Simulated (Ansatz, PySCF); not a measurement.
Be(OH)(NMe2) (C2H7BeNO), SMILES C[N](C)[Be][OH]. Atoms are numbered in the order given.

```xyz
12

Be    -1.0545     0.1619     0.0000
O     -2.4734     0.2653    -0.0003
H     -3.1535    -0.4064    -0.0006
N      0.4467     0.0677     0.0002
C      1.2379     0.0015     1.2009
C      1.2376     0.0012    -1.2007
H      1.8183    -0.9416     1.2688
H      1.9699     0.8322     1.2651
H      0.6013     0.0587     2.0985
H      1.9696     0.8318    -1.2653
H      1.8180    -0.9420    -1.2684
H      0.6008     0.0581    -2.0981
```

Geometry optimised at PBE0-D3(BJ)/def2-SVP. The structure was generated by enumeration; whether it is a known compound was not checked. Other conformers were not sampled.

Two levels are set side by side: PBE-D3(BJ)/def2-SVP (Ansatz, an electronic-structure program) and PBE0-D3(BJ)/def2-SVP (Ansatz). Each level has its own optimised geometry; the coordinates shown are those of the second. Frequencies come from the Hessian of PySCF at each geometry. Differences are taken from unrounded values.

```json
[
 {"quantity": "mean bond length (Å)", "PBE0-D3(BJ)": "1.218", "PBE-D3(BJ)": "1.228", "PBE-D3(BJ) minus PBE0-D3(BJ)": "0.009"},
 {"quantity": "bond Be1–O2 (Å)", "PBE0-D3(BJ)": "1.423", "PBE-D3(BJ)": "1.434", "PBE-D3(BJ) minus PBE0-D3(BJ)": "0.011"},
 {"quantity": "bond Be1–N4 (Å)", "PBE0-D3(BJ)": "1.504", "PBE-D3(BJ)": "1.512", "PBE-D3(BJ) minus PBE0-D3(BJ)": "0.007"},
 {"quantity": "bond N4–C5 (Å)", "PBE0-D3(BJ)": "1.439", "PBE-D3(BJ)": "1.449", "PBE-D3(BJ) minus PBE0-D3(BJ)": "0.010"},
 {"quantity": "bond N4–C6 (Å)", "PBE0-D3(BJ)": "1.439", "PBE-D3(BJ)": "1.449", "PBE-D3(BJ) minus PBE0-D3(BJ)": "0.010"},
 {"quantity": "bond O2–H3 (Å)", "PBE0-D3(BJ)": "0.956", "PBE-D3(BJ)": "0.967", "PBE-D3(BJ) minus PBE0-D3(BJ)": "0.012"},
 {"quantity": "bond C5–H7 (Å)", "PBE0-D3(BJ)": "1.109", "PBE-D3(BJ)": "1.119", "PBE-D3(BJ) minus PBE0-D3(BJ)": "0.009"},
 {"quantity": "bond C5–H8 (Å)", "PBE0-D3(BJ)": "1.109", "PBE-D3(BJ)": "1.118", "PBE-D3(BJ) minus PBE0-D3(BJ)": "0.009"},
 {"quantity": "bond C5–H9 (Å)", "PBE0-D3(BJ)": "1.102", "PBE-D3(BJ)": "1.110", "PBE-D3(BJ) minus PBE0-D3(BJ)": "0.008"},
 {"quantity": "bond C6–H10 (Å)", "PBE0-D3(BJ)": "1.109", "PBE-D3(BJ)": "1.118", "PBE-D3(BJ) minus PBE0-D3(BJ)": "0.009"},
 {"quantity": "bond C6–H11 (Å)", "PBE0-D3(BJ)": "1.109", "PBE-D3(BJ)": "1.119", "PBE-D3(BJ) minus PBE0-D3(BJ)": "0.009"},
 {"quantity": "bond C6–H12 (Å)", "PBE0-D3(BJ)": "1.102", "PBE-D3(BJ)": "1.110", "PBE-D3(BJ) minus PBE0-D3(BJ)": "0.008"},
 {"quantity": "highest harmonic wavenumber (cm⁻¹)", "PBE0-D3(BJ)": "4029", "PBE-D3(BJ)": "3855", "PBE-D3(BJ) minus PBE0-D3(BJ)": "-174"},
 {"quantity": "mean harmonic wavenumber (cm⁻¹)", "PBE0-D3(BJ)": "1431", "PBE-D3(BJ)": "1385", "PBE-D3(BJ) minus PBE0-D3(BJ)": "-47"},
 {"quantity": "zero-point energy (kcal/mol)", "PBE0-D3(BJ)": "61.38", "PBE-D3(BJ)": "59.38", "PBE-D3(BJ) minus PBE0-D3(BJ)": "-2.00"}
]
```

GGA bonds tend to be longer and softer than those of functionals with exact exchange. Differences between two approximate levels are no errors against the true value.
